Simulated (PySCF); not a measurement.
## Electric field gradients and quadrupole coupling constants

Species: C7H11NO.
Geometry (GFN2-xTB, Å), atoms numbered from 1 in this order:
```
atom  x, y, z in Å
O1     3.4917   -0.6484    0.6754
C2     3.0122    0.0235   -0.2030
N3     1.7061    0.2962   -0.3536
C4     0.6874   -0.2050    0.5603
C5    -0.1055    0.9490    1.1033
C6    -1.3724    1.1751    0.7959
C7    -2.1714    0.3048   -0.1222
C8    -1.2649   -0.5614   -0.9919
C9    -0.2133   -1.2408   -0.1212
H10    3.6252    0.4960   -0.9955
H11    1.3939    0.8737   -1.1172
H12    1.2517   -0.6845    1.3686
H13    0.4344    1.6171    1.7593
H14   -1.8956    2.0161    1.2296
H15   -2.8187    0.9261   -0.7459
H16   -2.8244   -0.3337    0.4820
H17   -1.8569   -1.3111   -1.5199
H18   -0.7752    0.0636   -1.7420
H19   -0.7131   -1.8288    0.6503
H20    0.4038   -1.9167   -0.7155
```

Field gradients from the PBE0/pcSseg-1 density (PySCF, non-relativistic), principal values in atomic units, ordered |Vxx| ≤ |Vyy| ≤ |Vzz|:

```tsv
atom	Vxx	Vyy	Vzz
O1	0.7562	0.8097	-1.5660
N3	0.4165	0.4985	-0.9150
```

Task: Find the asymmetry η = (Vxx − Vyy)/Vzz and the couplings χ = eQV/h (234.96 MHz × Q in barn × V in au), with Q(17O) = −0.0256 b, Q(14N) = 0.02044 b.

Result: 
```json
{"atom": "O1", "environment": "amide oxygen", "nucleus": "17O", "η": "0.03", "χzz (MHz)": "9.42", "χxx (MHz)": "-4.55", "χyy (MHz)": "-4.87"}
{"atom": "N3", "environment": "amide nitrogen", "nucleus": "14N", "η": "0.09", "χzz (MHz)": "-4.394", "χxx (MHz)": "2.000", "χyy (MHz)": "2.394"}
```

The gradient is axial or nearly so (η below 0.05) at O1. 

Task: What is Vzz at N3 in SI units (1 au = 9.71736 × 10²¹ V/m²)?

Result: -0.9150 au = -8.891 × 10²¹ V/m².

Were the hydrogens deuterons (Q(2H) = 0.00286 b), χzz would run from 182 kHz (H10) to 276 kHz (H11).

Isolated species at its GFN2-xTB geometry (one conformer only). GFN2-xTB bond lengths can be off by several hundredths of an ångström, more for odd bonds, and the gradients follow them. With so small a basis the couplings can be 20 % off.

These values come from a run that also computed NMR shieldings. Hardware: one thread of an Arm Neoverse V2, on a shared host. Cost: 30 s.
